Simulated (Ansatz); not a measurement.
`NC1[SiH2]S1` and `[SiH3]OC1[SiH2]S1` differ in one atom or group.

Ansatz, PBE0-D4/def2-TZVP geometries, multiplicity 1. Each molecule was computed in one conformer, which needn't be the lowest.

```csv
property,`NC1[SiH2]S1`
HOMO–LUMO gap (PBE0/def2-TZVPP) / eV,6.41
HOMO energy (B3LYP/def2-TZVPP) / eV,-6.46
size of the dipole moment (ωB97M-V/def2-TZVPP) / D,1.37
HOMO energy (PBE/def2-TZVPP) / eV,-5.52
HOMO–LUMO gap (B3LYP/def2-TZVPP) / eV,5.95
LUMO energy (PBE0/def2-TZVPP) / eV,-0.30
```

(1) What does the change do to each property? (Best estimate.)

## Answers

(1) Computed: 
```csv
property,`[SiH3]OC1[SiH2]S1`,shift
HOMO–LUMO gap (PBE0/def2-TZVPP) / eV,6.65,0.24
HOMO energy (B3LYP/def2-TZVPP) / eV,-6.99,-0.53
size of the dipole moment (ωB97M-V/def2-TZVPP) / D,2.13,0.76
HOMO energy (PBE/def2-TZVPP) / eV,-6.07,-0.55
HOMO–LUMO gap (B3LYP/def2-TZVPP) / eV,6.21,0.26
LUMO energy (PBE0/def2-TZVPP) / eV,-0.59,-0.29
```

With PBE0 the HOMO falls by 0.54 eV and the LUMO falls by 0.29 eV, so the gap widens by about 0.25 eV. PBE moves the HOMO by -0.55 eV and ωB97M-V by -0.58 eV. Dipoles are sizes alone; their direction can turn.

B3LYP here is the variant with VWN-RPA as its local correlation; programs differ in this.
